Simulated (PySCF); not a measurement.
**Electronic absorption of C4H9FOSi**

Compound: C4H9FOSi.
Numbering: `[CH3:1]/[C:2](=[CH:3]/[O:4][SiH3:5])[CH2:6][F:7]` (hydrogens: H8, H9, H10 on C1; H11 on C3; H12, H13, H14 on Si5; H15, H16 on C6)

Structure used (GFN2-xTB), in Å, numbered top down from 1:
```
atom  x, y, z in Å
C1    -2.0189   -1.0874    0.6652
C2    -0.9079   -0.1418    0.3320
C3     0.3552   -0.5361    0.1985
O4     1.3568    0.3081   -0.1229
Si5    2.9770    0.1574   -0.0606
C6    -1.2935    1.2990    0.1545
F7    -2.0016    1.7570    1.2468
H8    -1.6384   -2.0900    0.8363
H9    -2.7436   -1.1178   -0.1482
H10   -2.5385   -0.7447    1.5590
H11    0.6298   -1.5769    0.3229
H12    3.4305    0.0396    1.3263
H13    3.3415    1.4095   -0.7017
H14    3.4094   -1.0322   -0.7983
H15   -0.4100    1.9347    0.0554
H16   -1.9553    1.4305   -0.7107
```

The calculation used PySCF 2.14.0, density-fitted response routines, TDDFT PBE0/def2-SVPD, vertical, gas phase, core orbitals frozen in the response.

```tsv
state	E (eV)	λ (nm)	f	main configurations (H = HOMO, L = LUMO)
S1	5.52	224.4	0.0011	H→L (98%)
S2	6.27	197.6	0.351	H→L+1 (88%)
S3	6.53	189.8	0.042	H→L+2 (85%), H→L+3 (9%)
S4	6.81	182.0	0.0085	H→L+3 (79%), H→L+4 (11%), H→L+2 (8%)
S5	6.97	177.9	0.038	H→L+4 (85%), H→L+3 (10%)
S6	7.41	167.3	0.0074	H→L+6 (89%)
```

Triplets (Tamm–Dancoff): T1 4.07 eV, H→L+1 (84%); T2 5.42 eV, H→L (93%).

The lowest singlet comes at 224 nm (533 kJ/mol) in the ultraviolet; it is very weak; its leading configuration is HOMO→LUMO (98%). The most intense listed level is S2 at 6.27 eV (198 nm, f = 0.351), 0.75 eV above S1. Löwdin shares by element: HOMO carbon 62% or more, oxygen 20% (atoms not listed hold the other 18%); LUMO silicon 40%, hydrogen 34% or more (atoms not listed hold the other 27%). Orbital energies (eV): HOMO-3 -9.67, HOMO-2 -9.57, HOMO-1 -9.04, HOMO -6.76, LUMO -0.10, LUMO+1 0.15, LUMO+2 0.69. The listed states span 1.89 eV, and the widest gap between neighbours is 0.75 eV (S1 to S2). The oscillator strengths of these states sum to 0.447; summed over the whole spectrum of an exact calculation they would give the number of electrons, 64 (Thomas–Reiche–Kuhn). No computed singlet lies in the visible range (380 to 750 nm); the lowest, at 224 nm, stands 2.26 eV above its violet end (3.26 eV). Singlets were solved by full linear response, triplets in the Tamm–Dancoff approximation.

Time: 40 s wall (with the writing of density and orbital grids); peak memory 0.85 GiB. Hardware: one thread of an AMD EPYC 7R43, shared host.

One conformer stands for the species.
